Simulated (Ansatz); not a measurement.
Born–Oppenheimer molecular dynamics of H2Sb (3 atoms, charge 0, multiplicity 2). It starts from a relaxed structure.

Theory: UKS B3LYP-D4/def2-SVP (Ansatz 0.2.0).

| Quantity | Value |
| --- | --- |
| ensemble | NVT, Nosé–Hoover chain |
| time step | 2.5 fs |
| steps asked | 40 |
| set temperature | 1000 K |
| thermostat | time constant 50 fs, chain length 5 |
| seed | 171650 |

First frame:

```xyz
3
Properties=species:S:1:pos:R:3
Sb 0.667 -0.350 0.319
H 0.046 1.255 0.164
H -0.724 -0.969 -0.496
```

**Question.** How far do the bonds stretch over the last three quarters of this one trajectory? (Pairs bonded in most of those frames.)

**Answer.** 
```
  bond  mean (Å)  spread (Å)  shortest  longest
Sb1–H2     1.752       0.085      1.60     1.91
Sb1–H3     1.773       0.128      1.53     2.00
```

Mean temperature of the second half: 1090 K. The conserved energy wandered by up to 40.6 meV per atom (net 29.8 meV per atom), which is poor conservation. A step of 2.5 fs is long for free X–H stretches (periods near 10 fs) and can bias their spread and the temperature. A run of 0.1 ps of so small a system gives no equilibrium averages.

The run took 63 s on 1 thread of Intel(R) Xeon(R) Platinum 8259CL CPU @ 2.50GHz (Skylake/Cascade Lake), on a shared host, peak memory 0.12 GiB.
